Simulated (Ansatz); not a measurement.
Ansatz (a first-principles code) input for CH5FN2Si2, SMILES F[Si@@H]1C=N[SiH2]N1, PBE0-D3(BJ)/def2-SVP. 

Ansatz 0.2 input:
```yaml
crystal:
  periodic: [false, false, false]
  atoms:
    - {symbol: F, position_ang: [-2.03905682, 1.21926180, -0.31414601]}
    - {symbol: Si, position_ang: [-1.02961999, -0.04644474, -0.61004337]}
    - {symbol: C, position_ang: [-0.56115065, -0.94039151, 1.02580718]}
    - {symbol: N, position_ang: [0.67318646, -0.89679675, 1.39704347]}
    - {symbol: Si, position_ang: [1.73566922, -0.01957564, 0.25623904]}
    - {symbol: N, position_ang: [0.58835508, 0.43811413, -1.00094358]}
    - {symbol: H, position_ang: [-1.72644213, -0.83067517, -1.68079190]}
    - {symbol: H, position_ang: [-1.29891470, -1.46775074, 1.67886415]}
    - {symbol: H, position_ang: [2.37260349, 1.13876652, 0.96868459]}
    - {symbol: H, position_ang: [2.81245924, -0.94110659, -0.24030796]}
    - {symbol: H, position_ang: [0.84322915, 0.90482269, -1.87341650]}
basis:
  gaussian:
    orbitals: def2-SVP
hamiltonian:
  xc: pbe0
  dispersion: d3bj
relax: {f_tol: 0.002, max_steps: 200}
```

Log of the run:

```
WARN ansatz: RAYON_NUM_THREADS=2 ignored (pool sized by the plan → 2); use --threads N
Functional definition: PBE0
integrals: 0.08 GiB planned
1243 factors; integrals over basis functions are off by at most 4.3e-4 eV
mean field: 0.59 GiB planned
mean field evaluation 1: about -22541.0367 eV, gradient 6.4e1 eV
mean field evaluation 2: about -22530.7510 eV, gradient 9.2e1 eV
mean field evaluation 4: about -22549.0210 eV, gradient 6.3e0 eV
mean field evaluation 8: about -22549.1228 eV, gradient 4.1e-1 eV
mean field evaluation 16: about -22549.1232 eV, gradient 7.5e-5 eV
mean field -22549.12323060 eV, -828.6649943799 hartree, gradient 7.5e-5 eV, S^2 0.000000; 0 other end points of the search recorded, 0 dependent functions left out
the calculation of the forces begins
reference -22549.12325863 eV, -828.6649954100 hartree; 31, 31 occupied and 86, 86 virtual orbitals, 1243 factors
relax step   1: F+E_penalty+E_count = -22549.38962035 eV  Δ(F+E_penalty+E_count) = +0.000e0 eV  max|allowed force component| = 6.892e-1 eV/Å  Δτ_max = 0.0000 Å  (28 SCF iters, accepted)
these checks for a lower state are left out or cut short: starts, cluster_reference, orbital_swaps, neighbouring_geometries, increment
integrals: 0.08 GiB planned
1243 factors; integrals over basis functions are off by at most 4.3e-4 eV
mean field: 0.59 GiB planned
mean field -22549.14628663 eV, -828.6658416733 hartree, gradient 1.5e-5 eV, S^2 0.000000; 0 other end points of the search recorded, 0 dependent functions left out
the calculation of the forces begins
reference -22549.14631453 eV, -828.6658426987 hartree; 31, 31 occupied and 86, 86 virtual orbitals, 1243 factors
relax step   2: F+E_penalty+E_count = -22549.41363258 eV  Δ(F+E_penalty+E_count) = -2.401e-2 eV  max|allowed force component| = 2.418e-1 eV/Å  Δτ_max = 0.0184 Å  (31 SCF iters, accepted)
these checks for a lower state are left out or cut short: starts, cluster_reference, orbital_swaps, neighbouring_geometries, increment
integrals: 0.08 GiB planned
1243 factors; integrals over basis functions are off by at most 4.2e-4 eV
mean field: 0.59 GiB planned
mean field -22549.14967306 eV, -828.6659661225 hartree, gradient 1.4e-5 eV, S^2 0.000000; 0 other end points of the search recorded, 0 dependent functions left out
the calculation of the forces begins
reference -22549.14970093 eV, -828.6659671466 hartree; 31, 31 occupied and 86, 86 virtual orbitals, 1243 factors
relax step   3: F+E_penalty+E_count = -22549.41756083 eV  Δ(F+E_penalty+E_count) = -3.928e-3 eV  max|allowed force component| = 4.838e-2 eV/Å  Δτ_max = 0.0101 Å  (32 SCF iters, accepted)
these checks for a lower state are left out or cut short: starts, cluster_reference, orbital_swaps, neighbouring_geometries, increment
integrals: 0.08 GiB planned
1243 factors; integrals over basis functions are off by at most 4.2e-4 eV
mean field: 0.59 GiB planned
mean field evaluation 32: about -22549.1274 eV, gradient 7.4e-1 eV
mean field -22549.14963301 eV, -828.6659646506 hartree, gradient 1.4e-5 eV, S^2 0.000000; 0 other end points of the search recorded, 0 dependent functions left out
the calculation of the forces begins
reference -22549.14966090 eV, -828.6659656755 hartree; 31, 31 occupied and 86, 86 virtual orbitals, 1243 factors
relax step   4: F+E_penalty+E_count = -22549.41754316 eV  Δ(F+E_penalty+E_count) = +1.767e-5 eV  max|allowed force component| = 7.393e-2 eV/Å  Δτ_max = 0.0100 Å  (32 SCF iters, rejected (line search))
these checks for a lower state are left out or cut short: starts, cluster_reference, orbital_swaps, neighbouring_geometries, increment
integrals: 0.08 GiB planned
1243 factors; integrals over basis functions are off by at most 4.2e-4 eV
mean field: 0.59 GiB planned
mean field -22549.14997016 eV, -828.6659770407 hartree, gradient 2.2e-5 eV, S^2 0.000000; 0 other end points of the search recorded, 0 dependent functions left out
the calculation of the forces begins
reference -22549.14999804 eV, -828.6659780653 hartree; 31, 31 occupied and 86, 86 virtual orbitals, 1243 factors
relax step   5: F+E_penalty+E_count = -22549.41783754 eV  Δ(F+E_penalty+E_count) = -2.767e-4 eV  max|allowed force component| = 1.515e-2 eV/Å  Δτ_max = 0.0050 Å  (26 SCF iters, accepted)
these checks for a lower state are left out or cut short: starts, cluster_reference, orbital_swaps, neighbouring_geometries, increment
integrals: 0.08 GiB planned
1243 factors; integrals over basis functions are off by at most 4.2e-4 eV
mean field: 0.59 GiB planned
mean field -22549.15000935 eV, -828.6659784807 hartree, gradient 2.1e-5 eV, S^2 0.000000; 0 other end points of the search recorded, 0 dependent functions left out
the calculation of the forces begins
reference -22549.15003723 eV, -828.6659795055 hartree; 31, 31 occupied and 86, 86 virtual orbitals, 1243 factors
relax step   6: F+E_penalty+E_count = -22549.41786763 eV  Δ(F+E_penalty+E_count) = -3.009e-5 eV  max|allowed force component| = 3.429e-3 eV/Å  Δτ_max = 0.0018 Å  (25 SCF iters, accepted)
these checks for a lower state are left out or cut short: starts, cluster_reference, orbital_swaps, neighbouring_geometries, increment
integrals: 0.08 GiB planned
1243 factors; integrals over basis functions are off by at most 4.2e-4 eV
mean field: 0.59 GiB planned
mean field -22549.15001203 eV, -828.6659785791 hartree, gradient 4.1e-5 eV, S^2 0.000000; 0 other end points of the search recorded, 0 dependent functions left out
the calculation of the forces begins
reference -22549.15003991 eV, -828.6659796039 hartree; 31, 31 occupied and 86, 86 virtual orbitals, 1243 factors
relax step   7: F+E_penalty+E_count = -22549.41787129 eV  Δ(F+E_penalty+E_count) = -3.655e-6 eV  max|allowed force component| = 1.090e-3 eV/Å  Δτ_max = 0.0019 Å  (20 SCF iters, accepted)
integrals: 0.08 GiB planned
1243 factors; integrals over basis functions are off by at most 4.2e-4 eV
mean field: 0.59 GiB planned
mean field evaluation 64: about -22549.1500 eV, gradient 6.6e-2 eV
mean field -22549.15001203 eV, -828.6659785791 hartree, gradient 4.1e-5 eV, S^2 0.000000; 1 other end points of the search recorded, 0 dependent functions left out
the calculation of the forces begins
reference -22549.15003991 eV, -828.6659796039 hartree; 31, 31 occupied and 86, 86 virtual orbitals, 1243 factors
Total energy: -22549.41789917 eV, -828.6758232502 hartree
Atom 0 at    -2.023412     1.202652    -0.319988 Å, force    -0.000705     0.000147    -0.000199 eV/Å
Atom 1 at    -1.018000    -0.046074    -0.608567 Å, force    -0.000709     0.001056    -0.000543 eV/Å
Atom 2 at    -0.561084    -0.931683     1.019108 Å, force     0.001090    -0.000366    -0.000190 eV/Å
Atom 3 at     0.663906    -0.890661     1.379173 Å, force    -0.000322     0.000029     0.000340 eV/Å
Atom 4 at     1.726429    -0.023699     0.254549 Å, force    -0.000219     0.000375    -0.000223 eV/Å
Atom 5 at     0.586032     0.438866    -0.990264 Å, force     0.000878     0.000041    -0.000095 eV/Å
Atom 6 at    -1.708379    -0.838901    -1.659273 Å, force     0.000643     0.000074     0.000239 eV/Å
Atom 7 at    -1.290764    -1.453753     1.669731 Å, force    -0.000084    -0.000306     0.000213 eV/Å
Atom 8 at     2.362928     1.126493     0.956238 Å, force     0.000187    -0.000267    -0.000111 eV/Å
Atom 9 at     2.791022    -0.938907    -0.245542 Å, force    -0.000217    -0.000080     0.000024 eV/Å
Atom 10 at     0.841642     0.913890    -1.848177 Å, force    -0.000544    -0.000703     0.000545 eV/Å
Dipole moment:     0.123173    -0.026359    -0.414515 e Å
```

The calculation finished and met its thresholds.

Cost: roughly 40 core-seconds.
